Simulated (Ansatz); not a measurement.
```yaml
atoms:
  - { symbol: Cl, position_ang: [0.0000, 0.0000, -2.0970] }
  - { symbol: Zn, position_ang: [0.0000, 0.0000, 0.0000] }
  - { symbol: Cl, position_ang: [0.0000, 0.0000, 2.0970] }
```

Basis set: 6-31G* (spherical functions). Left uncorrelated: 15 orbitals. Charge 0, multiplicity 1.

Computed with Ansatz (development build ahead of 0.2.0); each method stands on the lowest determinant of its kind that the runs found. Restricted open shells among the atoms or ions are ROHF, correlated in semicanonical orbitals with singles.

Task: Give the atomization energy at this shape (free ground-state atoms in the same class of orbitals less the molecule, no zero-point energy) of singlet ZnCl2 by RHF-MP2, RHF.

Result:

| method | atomization energy |
| --- | --- |
| RHF-MP2 | 157.80 kcal/mol |
| RHF | 129.35 kcal/mol |
